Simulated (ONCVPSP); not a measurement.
# Varying the ONCV potential for Ce

Base potential:

```json
{"Element": "Ce", "Generator": "ONCVPSP 4.0.1", "Type": "optimised norm-conserving Vanderbilt (ONCV)", "Functional": "PBE", "Relativity": "scalar-relativistic", "Frozen core": "[Kr] 4d10", "Valence charge": "12", "Reference configuration": "4f1 5s2 5p6 5d1 6s1 (charge +1)", "Partial waves": "5s+6s: rc 2.50 bohr, ncon 3, nbas 6, qcut 3.8 1/bohr, 2 projectors; 5p: rc 2.75 bohr, ncon 4, nbas 7, qcut 5.6 1/bohr, 2 projectors, debl 2.2 Ha; 5d: rc 3.05 bohr, ncon 4, nbas 8, qcut 5.2 1/bohr, 3 projectors, debl 0.9 Ha; 4f: rc 1.35 bohr, ncon 4, nbas 8, qcut 12.6 1/bohr, 2 projectors, debl 3.3 Ha", "Local potential": "polynomial inside 1.15 bohr (lpopt 5, dvloc0 0 Ha)", "Core correction": "none"}
```

Cutoffs, loose and tight: the cutoffs (Ha) at which the residual kinetic energy of the hardest occupied pseudo-wave falls to 1 and 0.1 mHa per electron. They do not see the model core or the augmentation charge, which bear on the density cutoff. Test errors are all-electron minus pseudo excitation energies from the reference, over the configurations 4f1 5s2 5p6 5d1 6s2; 4f1 5s2 5p6 5d1 6s0; 4f1 5s2 5p6 5d0 6s0; 4f1 5s2 5p6 5d2 6s0. A dash means not determined; rows that change the core or the reference have their own tests.

A true bound ghost makes a file unfit for plane-wave use even where its test errors are small: the radial tests pick states by their node count and pass the ghost by.

| change | outcome | cutoff, loose | cutoff, tight | bound ghosts | GHOST(+) flags above zero | largest test error (meV) |
| --- | --- | --- | --- | --- | --- | --- |
| base | generated | 67 Ha | 73 Ha | s | p | -11 |
| s: qcut 4.1; p: qcut 6; d: qcut 5.6; f: qcut 13.5 | generated | 72 Ha | 79 Ha | s | p | -11 |
| local potential polynomial inside 1.00 bohr (lpopt 5, dvloc0 0 Ha) | generated | 67 Ha | 73 Ha | s, p | d | -9.6 |
| core correction polynomial model core, fcfact 0.5 | generated | 67 Ha | 73 Ha | s | p | -13 |
| f: rc 1.46 | generated | 62 Ha | 69 Ha | s | p | -11 |
| s: qcut 5.4 | generated | 67 Ha | 73 Ha | s | p | -8.7 |

**Question.** What comes out with this change to the base: f: qcut 8.6?

**Answer.** outcome: generated; cutoff, loose: 148 Ha; cutoff, tight: 194 Ha; bound ghosts: s; GHOST(+) flags above zero: p; largest test error (meV): -11.
